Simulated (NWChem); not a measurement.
System: CH4OZn; SMILES [ZnH][O]C

Output (shortened):

```
             Northwest Computational Chemistry Package (NWChem) 7.3.0
             --------------------------------------------------------

                             Geometry "geometry" -> ""
                             -------------------------

 Output coordinates in angstroms (scale by  1.889725989 to convert to a.u.)

  No.       Tag          Charge          X              Y              Z
 ---- ---------------- ---------- -------------- -------------- --------------
    1 Zn                  30.0000     0.25754800    -0.72619500     0.00155500
    2 H                    1.0000     0.00578700    -2.22272200    -0.01608300
    3 O                    8.0000     0.70688100     0.98624000     0.02352000
    4 C                    6.0000    -0.07640500     2.12639100     0.00410300
    5 H                    1.0000    -0.79399300     2.19060900     0.84979600
    6 H                    1.0000     0.56433800     3.02647200     0.07331500
    7 H                    1.0000    -0.67255300     2.24005000    -0.92649500

 Effective nuclear repulsion energy (a.u.)     165.7058861403

  xc_inp: hfexch multiplicative factor not found.
                              NWChem Property Module
                              ----------------------

  itol2e modified to match energy
  convergence criterion.

                                 NWChem DFT Module
                                 -----------------

 Summary of "ao basis" -> "ao basis" (spherical)
 ------------------------------------------------------------------------------
       Tag                 Description            Shells   Functions and Types
 ---------------- ------------------------------  ------  ---------------------
 Zn                          6-31g*                 12       34   5s4p2d1f
 H                           6-31g*                  2        2   2s
 O                           6-31g*                  6       14   3s2p1d
 C                           6-31g*                  6       14   3s2p1d

  itol2e modified to match energy
  convergence criterion.

            General Information
            -------------------
          SCF calculation type: DFT
          Wavefunction type:  closed shell.
          No. of atoms     :     7
          No. of electrons :    48
           Alpha electrons :    24
            Beta electrons :    24
          Charge           :     0
          Spin multiplicity:     1
          Use of symmetry is: off; symmetry adaption is: off
          Maximum number of iterations: 150
          AO basis - number of functions:    70
                     number of shells:    32
          Convergence on energy requested:  1.00D-07
          Convergence on density requested:  1.00D-05
          Convergence on gradient requested:  5.00D-04

              XC Information
              --------------
                     Hartree-Fock (Exact) Exchange  1.000

      Superposition of Atomic Density Guess
      -------------------------------------

 Sum of atomic energies:       -1891.88862425

      Non-variational initial energy
      ------------------------------

 Total energy =   -1892.878064
 1-e energy   =   -2970.199958
 2-e energy   =     911.616008
 HOMO         =      -0.358075
 LUMO         =       0.007416

   convergence    iter        energy       DeltaE   RMS-Dens  Diis-err
 ---------------- ----- ----------------- --------- --------- ---------
 d= 0,ls=0.0,diis     1  -1892.4449483432 -2.06D+03  9.48D-03  6.36D-01
 d= 0,ls=0.0,diis     2  -1892.4951031439 -5.02D-02  3.91D-03  3.17D-01
 d= 0,ls=0.0,diis     3  -1892.5243402529 -2.92D-02  1.14D-03  4.61D-03
 d= 0,ls=0.0,diis     4  -1892.5252800056 -9.40D-04  1.92D-04  1.39D-04
 d= 0,ls=0.0,diis     5  -1892.5253065173 -2.65D-05  6.32D-05  4.43D-05
  Resetting Diis
 d= 0,ls=0.0,diis     6  -1892.5253105290 -4.01D-06  3.64D-05  2.35D-06
 d= 0,ls=0.0,diis     7  -1892.5253112293 -7.00D-07  6.32D-06  2.65D-07
 d= 0,ls=0.0,diis     8  -1892.5253112750 -4.57D-08  2.71D-06  5.72D-08

         Total DFT energy =    -1892.525311275020
      One electron energy =    -2971.057093023953
           Coulomb energy =      997.420977291583
    Exchange-Corr. energy =      -84.595081682948
 Nuclear repulsion energy =      165.705886140298

 Numeric. integr. density =        0.000000000000

                       DFT Final Molecular Orbital Analysis
                       ------------------------------------

 Vector   22  Occ=2.000000D+00  E=-4.450435D-01
              MO Center=  6.1D-02, -1.6D+00, -9.2D-03, r^2= 2.3D+00
   Bfn.  Coefficient  Atom+Function         Bfn.  Coefficient  Atom+Function
  ----- ------------  ---------------      ----- ------------  ---------------
    10      0.343572  1 Zn s                 36     -0.330740  2 H  s
    35     -0.277475  2 H  s                 12      0.185893  1 Zn py
     6     -0.170081  1 Zn s                 39      0.121539  3 O  px
    14     -0.118964  1 Zn s                 22     -0.106936  1 Zn d  2
    43      0.097849  3 O  px                53     -0.090307  4 C  px

 Vector   23  Occ=2.000000D+00  E=-4.039306D-01
              MO Center=  4.5D-01,  1.2D+00,  3.7D-02, r^2= 2.7D+00
   Bfn.  Coefficient  Atom+Function         Bfn.  Coefficient  Atom+Function
  ----- ------------  ---------------      ----- ------------  ---------------
    39      0.426228  3 O  px                43      0.369986  3 O  px
    40      0.241278  3 O  py                68     -0.204957  6 H  s
    53     -0.193625  4 C  px                44      0.191067  3 O  py
    67     -0.179969  6 H  s                 12     -0.166008  1 Zn py
    36      0.138617  2 H  s                 66      0.123085  5 H  s

 Vector   24  Occ=2.000000D+00  E=-3.997601D-01
              MO Center=  3.1D-01,  1.3D+00, -9.0D-03, r^2= 1.7D+00
   Bfn.  Coefficient  Atom+Function         Bfn.  Coefficient  Atom+Function
  ----- ------------  ---------------      ----- ------------  ---------------
    41      0.527154  3 O  pz                45      0.458211  3 O  pz
    55     -0.213918  4 C  pz                70      0.210773  7 H  s
    66     -0.192161  5 H  s                 69      0.168877  7 H  s
    65     -0.152449  5 H  s                 59     -0.087903  4 C  pz
    19     -0.083751  1 Zn d -1              13      0.076585  1 Zn pz

 Vector   25  Occ=0.000000D+00  E= 7.150867D-02
              MO Center= -2.8D-01, -7.1D-01, -8.8D-03, r^2= 6.4D+00
   Bfn.  Coefficient  Atom+Function         Bfn.  Coefficient  Atom+Function
  ----- ------------  ---------------      ----- ------------  ---------------
    15      0.895240  1 Zn px                14     -0.362878  1 Zn s
    16     -0.335054  1 Zn py                56      0.206889  4 C  s
    11      0.105648  1 Zn px                43     -0.102079  3 O  px
    36      0.095731  2 H  s                 39     -0.088034  3 O  px
    10     -0.086876  1 Zn s                  7     -0.081467  1 Zn px

 Vector   26  Occ=0.000000D+00  E= 7.700895D-02
              MO Center=  2.4D-01, -7.7D-01,  4.6D-03, r^2= 6.8D+00
   Bfn.  Coefficient  Atom+Function         Bfn.  Coefficient  Atom+Function
  ----- ------------  ---------------      ----- ------------  ---------------
    17      0.960615  1 Zn pz                45     -0.162883  3 O  pz
    41     -0.117306  3 O  pz                59     -0.109482  4 C  pz
    13      0.090378  1 Zn pz                 9     -0.080983  1 Zn pz
    70     -0.055709  7 H  s                 66      0.054544  5 H  s
    55     -0.037793  4 C  pz                 5      0.028284  1 Zn pz

 Vector   27  Occ=0.000000D+00  E= 1.089789D-01
              MO Center=  9.2D-01, -4.5D-01,  1.1D-02, r^2= 5.5D+00
   Bfn.  Coefficient  Atom+Function         Bfn.  Coefficient  Atom+Function
  ----- ------------  ---------------      ----- ------------  ---------------
    14      1.388277  1 Zn s                 36     -0.602145  2 H  s
    42     -0.375503  3 O  s                 15      0.290407  1 Zn px
    16      0.286943  1 Zn py                56     -0.242457  4 C  s
    10      0.213274  1 Zn s                  6      0.142432  1 Zn s
    12     -0.125695  1 Zn py                22     -0.114084  1 Zn d  2

     Multipole analysis of the density
     ---------------------------------

     L   x y z        total         alpha         beta         nuclear
     -   - - -        -----         -----         ----         -------
     0   0 0 0     -0.000000    -24.000000    -24.000000     48.000000

     1   1 0 0     -0.474546    -11.600797    -11.600797     22.727048
     1   0 1 0     -0.201745     -3.971811     -3.971811      7.741877
     1   0 0 1     -0.013290     -0.233375     -0.233375      0.453461

     2   2 0 0    -20.333860    -23.422122    -23.422122     26.510384
     2   1 1 0     -2.191856      3.473712      3.473712     -9.139279
     2   1 0 1     -0.036700     -0.255481     -0.255481      0.474261
     2   0 2 0    -23.742539   -145.157638   -145.157638    266.572737
     2   0 1 1     -0.091284     -0.488188     -0.488188      0.885091
     2   0 0 2    -19.265160    -12.472967    -12.472967      5.680774

          -----------------------
          Electric field gradient
          -----------------------

 1 a.u. = 0.324123 10**(16) esu/cm**3  ( or statvolts/cm**2 ) = 0.97174 10**(22) v/m**2

[...]

          -----------------------------------------
          Chemical Shielding Tensors (GIAO, in ppm)
          -----------------------------------------

                                NWChem CPHF Module
                                ------------------

  scftype          =     RHF
  nclosed          =       24
  nopen            =        0
  variables        =     1104
  # of vectors     =        3
  tolerance        = 0.10D-03
  level shift      = 0.00D+00
  max iterations   =       50
  max subspace     =       30

 SCF residual:    1.9006854089375255E-004

Iterative solution of linear equations
  No. of variables     1104
  No. of equations        3
  Maximum subspace       30
        Iterations       50
       Convergence  1.0D-04

   iter   nsub   residual    time
   ----  ------  --------  ---------
     1      3    1.08D+00      15.8
     2      6    1.55D-01      17.9
     3      9    2.31D-02      20.1
     4     12    5.32D-03      22.3
     5     15    7.85D-04      24.5
     6     18    1.69D-04      26.7
     7     21    3.23D-05      28.9

      Atom:    1  Zn
        Diamagnetic
   2514.7638      2.0313      0.0354
      2.0313   2524.0668      0.1139
      0.0354      0.1139   2513.7988

        Paramagnetic
   -711.2454    126.4734      1.6482
    126.4734    -25.8281      7.0645
      1.6482      7.0645   -721.3612

        Total Shielding Tensor
   1803.5183    128.5047      1.6836
    128.5047   2498.2387      7.1784
      1.6836      7.1784   1792.4376

           isotropic =    2031.3982
          anisotropy =     734.8842

          Principal Components and Axis System
                 1           2           3
             2521.3210   1792.3762   1780.4974

      1         0.1762      0.0307      0.9839
      2         0.9843     -0.0158     -0.1758
      3         0.0101      0.9994     -0.0330

      Atom:    2  H
        Diamagnetic
     21.8076      3.2892      0.0405
      3.2892     40.9340      0.2313
      0.0405      0.2313     21.1564

        Paramagnetic
      0.7572     -0.3264     -0.0115
     -0.3264     -0.0338     -0.0241
     -0.0115     -0.0241      1.0807

        Total Shielding Tensor
     22.5648      2.9628      0.0290
      2.9628     40.9002      0.2072
      0.0290      0.2072     22.2371

           isotropic =      28.5674
          anisotropy =      19.2030

          Principal Components and Axis System
                 1           2           3
               41.3693     22.2349     22.0978

      1         0.1556     -0.0276      0.9874
      2         0.9878     -0.0067     -0.1559
      3         0.0109      0.9996      0.0262

      Atom:    3  O
        Diamagnetic
    385.9280     -7.1463      0.3328
     -7.1463    418.9722     -0.0261
      0.3328     -0.0261    374.4462

        Paramagnetic
    -72.9341     68.7823     -2.3800
     68.7823    -44.3564      2.0419
     -2.3800      2.0419     -3.1111

        Total Shielding Tensor
    312.9939     61.6359     -2.0473
     61.6359    374.6158      2.0158
     -2.0473      2.0158    371.3351

           isotropic =     352.9816
          anisotropy =      89.6116

          Principal Components and Axis System
                 1           2           3
              412.7227    371.4065    274.8156

      1         0.5254     -0.0328      0.8502
      2         0.8507      0.0021     -0.5257
      3         0.0154      0.9995      0.0290

      Atom:    4  C
        Diamagnetic
    242.8012     -8.5673      0.0697
     -8.5673    251.2421     -0.2332
      0.0697     -0.2332    237.6678

        Paramagnetic
    -99.2006    -21.3757      0.2631
    -21.3757    -76.1794     -0.4734
      0.2631     -0.4734   -109.8406

        Total Shielding Tensor
    143.6006    -29.9430      0.3328
    -29.9430    175.0627     -0.7065
      0.3328     -0.7065    127.8272

           isotropic =     148.8302
          anisotropy =      66.5018

          Principal Components and Axis System
                 1           2           3
              193.1647    127.8208    125.5050

      1        -0.5171     -0.0359      0.8552
      2         0.8558     -0.0078      0.5172
      3        -0.0119      0.9993      0.0348

      Atom:    5  H
        Diamagnetic
     30.7364     -3.9502     -7.6456
     -3.9502     27.0232      2.4315
     -7.6456      2.4315     30.0345

        Paramagnetic
     -1.6443     -0.3002      4.5335
     -0.3002      3.4593     -0.7744
      4.5335     -0.7744     -2.9782

        Total Shielding Tensor
     29.0921     -4.2504     -3.1121
     -4.2504     30.4826      1.6571
     -3.1121      1.6571     27.0563

           isotropic =      28.8770
          anisotropy =       9.7958

          Principal Components and Axis System
                 1           2           3
               35.4075     26.8284     24.3950

      1        -0.6374     -0.3027      0.7086
      2         0.6751     -0.6627      0.3241
      3         0.3715      0.6849      0.6268

      Atom:    6  H
        Diamagnetic
     26.6039      4.7989      0.4008
      4.7989     37.8912      0.7425
      0.4008      0.7425     22.7515

        Paramagnetic
     -0.1400     -4.4989     -0.2547
     -4.4989     -2.6540     -0.4464
     -0.2547     -0.4464      1.7497

        Total Shielding Tensor
     26.4639      0.3000      0.1462
      0.3000     35.2372      0.2961
      0.1462      0.2961     24.5013

           isotropic =      28.7341
          anisotropy =       9.7826

          Principal Components and Axis System
                 1           2           3
               35.2559     26.4630     24.4835

      1         0.0346      0.9970     -0.0697
      2         0.9990     -0.0364     -0.0255
      3         0.0280      0.0688      0.9972

      Atom:    7  H
        Diamagnetic
     28.6900     -3.9423      7.2606
     -3.9423     27.2224     -3.2314
      7.2606     -3.2314     31.7923

        Paramagnetic
     -0.4377     -0.1806     -4.2063
     -0.1806      3.3597      1.1094
     -4.2063      1.1094     -4.0533

        Total Shielding Tensor
     28.2523     -4.1230      3.0544
     -4.1230     30.5821     -2.1220
      3.0544     -2.1220     27.7390

           isotropic =      28.8578
          anisotropy =       9.7655

          Principal Components and Axis System
                 1           2           3
               35.3681     26.7595     24.4458

      1        -0.5835      0.1952      0.7883
      2         0.6915      0.6285      0.3562
      3        -0.4259      0.7530     -0.5016
```

Level: Hartree-Fock/6-31G* (spherical d), GIAO. Coordinates come from a PBE0/def2-SVP optimisation. NWChem prints the field gradient with the sign opposite to the second derivative of the potential. The printed shielding anisotropy is the first printed principal value minus the mean of the other two.

Write an input that gives this output.

This is not unique; one that fits is the input that was run:
```
start job
memory heap 200 mb stack 900 mb global 1100 mb
geometry units angstroms noautosym nocenter noautoz
  Zn     0.257548    -0.726195     0.001555
  H      0.005787    -2.222722    -0.016083
  O      0.706881     0.986240     0.023520
  C     -0.076405     2.126391     0.004103
  H     -0.793993     2.190609     0.849796
  H      0.564338     3.026472     0.073315
  H     -0.672553     2.240050    -0.926495
end
basis spherical
  Zn library 6-31g*
  H library 6-31g*
  O library 6-31g*
  C library 6-31g*
end
dft
  xc hfexch
  iterations 150
end
property
  shielding
  efieldgrad
end
task dft property
```
